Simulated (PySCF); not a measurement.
Species: C₅H₈NO (doublet state).
Bonds: C1–C2, C2–N3 (double), N3–C4, C4–O5, O5–C6, C6–C7, C1–C7. Hydrogens: H8 on C1; H9 on C2; H10, H11 on C4; H12, H13 on C6; H14, H15 on C7.

The species is `[CH]1C=NCOCC1` [radical].

Method used: UKS B3LYP, pcH-1 on C H N O, non-relativistic, mean-field spin-orbit, GIAO in PySCF 2.14.0. One conformer (not necessarily the lowest) at the GFN2-xTB geometry, without solvent, vibrations or thermal averaging. The geometry wasn't refined by DFT: couplings that depend on bond lengths, twists or pyramidal angles can differ widely from those at the functional's own minimum. No stability test was run, so a lower SCF solution isn't excluded. ⟨S²⟩ is 0.774 where a pure state has 0.75.

(1) Predict the first-order ENDOR lines of N3, H10/H11, H14/H15, H8 and H9 under fast tumbling at B = 333.9 mT (X band).

(2) Which pairs are centred on the nuclear Larmor frequency, and which on half the coupling?

(3) At what field would the lower line of H9 fall to zero frequency?

## Answers

(1) For S = 1/2 in fast tumbling each set of equivalent nuclei gives two lines, ν± = |νn ± a/2| to first order, with νn = g_N μN B/h and μN/h = 7.62259 MHz/T.

```tsv
nuclei	isotope	g_N	νn (MHz)	a_iso (MHz)	lower line (MHz)	upper line (MHz)
N3	14N	0.4038	1.03	20.16	9.05	11.11
H10/H11	1H	5.5857	14.22	87.25	29.41	57.84
H14/H15	1H	5.5857	14.22	66.52	19.04	47.48
H8	1H	5.5857	14.22	-43.24	7.41	35.84
H9	1H	5.5857	14.22	10.01	9.21	19.22
```

(2) Centred on νn, since |a| < 2νn: H9. Centred on |a|/2 and split by 2νn: N3, H10/H11, H14/H15 and H8.

(3) Where νn = |a|/2, that is B = 5.01 MHz/(5.5857 × 7.62259 MHz/T) = 118 mT, as far as first order holds there.

Class means assume fast exchange of nuclei equivalent by connectivity; if that motion is slow, each nucleus keeps its own coupling. The 1H value of +66.5 MHz is a mean of couplings from 36.4 to 96.7 MHz in this one geometry, not an average over conformers. The 1H value of +87.3 MHz is a mean of couplings from 78.1 to 96.4 MHz in this one geometry, not an average over conformers.

On Arm Neoverse N1, one thread, no GPU, shared host with 64 logical CPUs at a one-minute load of 13, this took 78 s of wall time (grids of density and orbitals included) and 1.0 GiB of memory at its peak.
